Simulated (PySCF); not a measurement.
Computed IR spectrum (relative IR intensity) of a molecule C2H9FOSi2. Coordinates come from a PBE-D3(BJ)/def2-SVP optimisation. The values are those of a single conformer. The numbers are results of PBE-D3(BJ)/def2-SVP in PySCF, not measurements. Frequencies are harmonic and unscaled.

Lines under 2 % of the strongest are left out, and lines within 2 cm⁻¹ are merged.

| ν (cm⁻¹) | relative intensity |
|---|---|
| 254 | 2.3 |
| 284 | 3.5 |
| 343 | 18 |
| 367 | 30 |
| 507 | 3.8 |
| 536 | 7.3 |
| 609 | 15 |
| 680 | 15 |
| 719 | 6.5 |
| 731 | 10 |
| 830 | 6.7 |
| 836 | 3.1 |
| 873 | 100 |
| 895 | 77 |
| 902 | 14 |
| 909 | 28 |
| 928 | 43 |
| 1003 | 23 |
| 1024 | 8.3 |
| 1063 | 8.5 |
| 1129 | 41 |
| 1264 | 2.4 |
| 1355 | 19 |
| 2135 | 24 |
| 2152 | 34 |
| 2172 | 39 |
| 2187 | 35 |
| 2190 | 49 |
| 2950 | 3.3 |
| 2975 | 3.2 |
| 3008 | 2.8 |
| 3679 | 8.7 |

Question: Which molecule gave these data?
A. C[Si@@](O)([SiH3])CF
B. O[C@H]([SiH3])C[SiH2]F
C. OC[SiH2][SiH2]CF
D. C[C@@H]([SiH2]O)[SiH2]F

Answer: B, O[C@H]([SiH3])C[SiH2]F
